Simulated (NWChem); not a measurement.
Molecule: C$_{4}$H$_{9}$S, doublet; SMILES C(S[CH]C)C

```xyz
14

C      0.0383     2.7549     0.0312
C     -0.5293     1.3816    -0.0137
S      0.5405     0.0270    -0.0142
C     -0.6312    -1.3613     0.0411
C      0.1159    -2.6806    -0.0021
H      0.3609     3.1234    -0.9633
H     -0.7079     3.4712     0.4097
H      0.9184     2.8071     0.6927
H     -1.5551     1.2137    -0.3580
H     -1.2287    -1.2710     0.9618
H     -1.3167    -1.2682    -0.8168
H     -0.5924    -3.5222     0.0322
H      0.8011    -2.7802     0.8535
H      0.7098    -2.7735    -0.9241
```
Atoms are numbered in this order, from 1.

Computed with NWChem. Pople sets run with spherical d functions. Spin-unrestricted. Structure relaxed at the PBE0/def2-SVP, spin-unrestricted level. No frequency run checked for a minimum. No stability test was run on the SCF state.

Q: Taking PBE/6-311++G** as the yardstick, which of these has the fewest basis functions while keeping “dipole (D)” within 0.1 D of it: PBE/3-21G; PBE/6-311G**; PBE/6-31G*; PBE/6-31+G*; PBE/STO-3G?

A: PBE/6-31G*.
```
level           basis functions  dipole (D)  relative time (rough)
--------------  ---------------  ----------  ---------------------
PBE/STO-3G                   38        1.06                      1
PBE/3-21G                    67        1.46                      1
PBE/6-31G*                   92        1.39                      3
PBE/6-31+G*                 112        1.39                      6
PBE/6-311G**                152        1.35                      8
PBE/6-311++G**              181        1.34                      9
```

The yardstick is one finite set, not the basis-set limit.
